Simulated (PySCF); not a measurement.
A PySCF script (with the pyscf-properties extension) for the NMR shieldings of SMILES C=CC[Si@H](F)S[SiH2]F, C3H8F2SSi2, on a GFN2-xTB geometry:

```python
import basis_set_exchange as bse
import numpy as np
from pyscf import gto, dft
from pyscf.prop import nmr

atoms = """
C     3.087567    0.975688   -0.183912
C     2.093640    0.332107   -0.766636
C     1.389388   -0.842593   -0.176156
Si   -0.351248   -0.390346    0.415378
F    -0.994164   -1.694523    1.126682
S    -1.557345    0.046650   -1.306009
Si   -3.518325    0.081229   -0.453352
F    -3.486095    1.066740    0.816700
H     3.560672    1.828004   -0.639833
H     3.474055    0.669343    0.774838
H     1.717203    0.657354   -1.726724
H     1.956264   -1.231718    0.669861
H     1.319904   -1.635564   -0.924323
H    -0.443314    0.647329    1.421217
H    -3.900276   -1.204947    0.085644
H    -4.355525    0.704192   -1.450491
"""
names = dict.fromkeys(["C", "Si", "F", "S", "H"], "pcSseg-1")
basis = {el: gto.basis.parse(bse.get_basis(n, elements=[el], fmt="nwchem")) for el, n in names.items()}
mol = gto.M(atom=atoms, basis=basis, charge=0, verbose=0)
mf = dft.RKS(mol, xc="PBE0")
mf.grids.level = 2
mf.grids.alignment = dft.numint.BLKSIZE   # the property module wants whole blocks of grid points
mf.conv_tol = 1e-9
mf.kernel()

calc = nmr.RKS(mf)   # GIAO
C = mf.mo_coeff
Co = C[:, mf.mo_occ > 0]
resp = mf.gen_response(singlet=True, hermi=2)
def vind(x):   # induced exchange potential for any number of trial vectors
    d = np.einsum("pi,xij,qj->xpq", C, 2 * x.reshape(-1, C.shape[1], Co.shape[1]), Co, optimize=True)
    return np.einsum("xpq,pi,qj->xij", resp(d - d.transpose(0, 2, 1)), C, Co, optimize=True).ravel()
mo1, _ = nmr.rhf.solve_mo1(calc, with_cphf=vind)
sigma = calc.kernel(mo1)
for i, s in enumerate(sigma):   # ppm
    w = np.linalg.eigvalsh((s + s.T) / 2)
    print("%2d %-2s iso %8.1f  s11 %8.1f  s22 %8.1f  s33 %8.1f" % (i, mol.atom_pure_symbol(i), w.mean(), *w))
```

**Question.** What are the results?

**Answer.** 
```
 0 C  iso     62.8  s11    -51.2  s22     83.1  s33    156.5
 1 C  iso     50.5  s11    -70.4  s22     57.4  s33    164.6
 2 C  iso    155.8  s11    134.1  s22    157.8  s33    175.6
 3 Si iso    329.0  s11    305.4  s22    325.0  s33    356.5
 4 F  iso    341.2  s11    319.5  s22    340.3  s33    363.8
 5 S  iso    677.3  s11    583.8  s22    639.1  s33    808.9
 6 Si iso    342.8  s11    298.7  s22    332.6  s33    397.0
 7 F  iso    366.5  s11    320.5  s22    363.9  s33    415.1
 8 H  iso     26.3  s11     23.1  s22     25.3  s33     30.7
 9 H  iso     26.2  s11     22.6  s22     25.5  s33     30.6
10 H  iso     25.8  s11     23.2  s22     24.1  s33     30.1
11 H  iso     29.4  s11     25.5  s22     28.7  s33     34.2
12 H  iso     29.3  s11     26.1  s22     28.2  s33     33.7
13 H  iso     26.2  s11     22.8  s22     24.8  s33     30.8
14 H  iso     25.9  s11     22.2  s22     24.3  s33     31.3
15 H  iso     26.1  s11     22.0  s22     24.0  s33     32.5
```

These numbers come from an equivalent density-fitted implementation of the same equations, which agrees with the script to about 0.01 ppm for H and up to a few tenths of a ppm for heavy atoms, so last digits may differ.

**Question.** Turn these shieldings into chemical shifts. References, each an isolated molecule treated in the same way: 13C (σref 186.93), 29Si (σref 349.16), 1H (σref 31.72) vs TMS; CFCl3 for 19F (σref 170.95); CS2 for 33S (σref 503.73).

**Answer.** Averaging equivalent atoms: C 1: 136.4; C 0: 124.1; C 2: 31.1; Si 3: 20.2; Si 6: 6.4; F 4: -170.3; F 7: -195.6; S 5: -174; H 10: 5.96; H 14: 5.79; H 15: 5.59; H 13: 5.56; H 9: 5.49; H 8: 5.38; H 12: 2.37; H 11: 2.27 ppm. Unscaled 19F shifts against computed CFCl3 carry errors that often reach 10 to 50 ppm.

Size and cost of the density-fitted run: 197 basis functions, 2.4 min wall time (82 s CPU) on 1 thread of an Intel Xeon, shared host; peak memory 0.86 GiB.
